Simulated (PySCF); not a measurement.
Structure problem from calculated spectra and properties.

Formula: C3H5BCl2F2.

| Item | Value |
| --- | --- |
| Triplet | lowest triplet excitation (Tamm–Dancoff): 6.49 eV [TDA wB97X-D/def2-SVPD] |
| Rotational structure | rotational constants A, B, C: 2.202, 0.615, 0.561 GHz [PBE0-D3(BJ)/def2-SVP] |
| XPS | B1s 199.7, Cl2p3/2 206.4 (×2), C1s 291.1, C1s 291.7, C1s 294.0, F1s 693.7 (×2), Cl1s 2829.0 (×2) eV [ΔSCF SCAN, pcX-2 on the ionised atom, pcseg-1 elsewhere, spin-free X2C, 2p3/2 from a spin–orbit splitting computed afterwards within the 2p shell] |
| Valence photoelectron | vertical ionisation energy: 11.23 eV [ΔSCF wB97X-D/def2-SVPD] |
| Polarisability | 76.2 au [wB97X-D/def2-SVPD] |
| NMR, other nuclei | isotropic shieldings of nuclei other than C and H, by class: 73 (1 B), 228 (2 F), 683 (2 Cl) ppm [GIAO KT2/pcSseg-1] |
| 13C NMR | chemical shifts (computed TMS as zero) by class: 90.9 (1 C), 40.8 (1 C), 5.4 (1 C) ppm [GIAO KT2/pcSseg-1] |

The electronic properties come from PySCF, for the isolated species, density fitting. Levels stand in brackets. Isolated species at its PBE0-D3(BJ)/def2-SVP geometry (one conformer only). NMR classes are plain means over equivalent atoms (diastereotopic ones count apart unless rotation or inversion swaps them), as if these changed places fast.

Task: Give a SMILES that accounts for the data.

Result: Numbering: `[F:1][B:2]([F:3])[CH2:4][CH2:5][CH:6]([Cl:7])[Cl:8]`. 3 carbons fall into 3 classes; from least to most shielded: CHCl2 carbon [C6] (90.9 ppm), chain CH2 carbon [C5] (40.8 ppm), sp3 carbon bound to boron [C4] (5.4 ppm). The other shieldings belong to: 73 ppm, three-coordinate boron [B2]; 228 ppm, boron-bound fluorine [F1/F3]; 683 ppm, alkyl chlorine [Cl7/Cl8]. The core levels belong to: B1s 199.7 eV, three-coordinate boron [B2]; Cl2p3/2 206.4 eV, alkyl chlorine [Cl7/Cl8]; C1s 291.1 eV, sp3 carbon bound to boron [C4]; C1s 291.7 eV, chain CH2 carbon [C5]; C1s 294.0 eV, CHCl2 carbon [C6]; F1s 693.7 eV, boron-bound fluorine [F1/F3]; Cl1s 2829.0 eV, alkyl chlorine [Cl7/Cl8]. One atom of each topological class was ionised and stands for its class. By its constants the optimised geometry is an asymmetric top. Structure: `C(C(Cl)Cl)CB(F)F`. The assignments are read from this structure; whether some other isomer fits the data as well wasn't checked. NMR values of atoms bound to several Cl lack the spin–orbit term that these neighbours bring.

Conformer computed: `[F:1][B:2]([F:3])[CH2:4][CH2:5][CH:6]([Cl:7])[Cl:8]`: F1–B2–C4–C5 174°, B2–C4–C5–C6 179°, C4–C5–C6–Cl7 -62°.
